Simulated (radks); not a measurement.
The numbers below are computed, except where a source is named.
Question: Neutral copper, configuration [Ar] 3d9.5 4s1 4p0.5 (fractional occupations, a model configuration). Level of theory: non-relativistic Kohn-Sham, PBE, spin-unpolarised, spherical densities, point nucleus (a radial shooting solver on a logarithmic mesh with Libxc functionals). Some entries of the table are withheld. Estimate them.

orbital  occ.  eigenvalue (eV)  <r^2> (bohr^2)  r(max) (bohr)
1s          2        -8750.081        0.003751        0.03488
2s          2              (1)         0.06713         0.1998
2p          6        -915.4019         0.05291         0.1595
3s          2        -114.6054          0.6014         0.6216
3p          6         -74.7125          0.6687         0.6227
3d        9.5          -8.4761           1.342         0.5985
4s          1          -5.7625           9.373          2.227
4p        0.5          -1.4676             (2)          3.254

Answer: 
(1) 2s eigenvalue (eV): -1043.664
(2) 4p <r^2> (bohr^2): 25.07
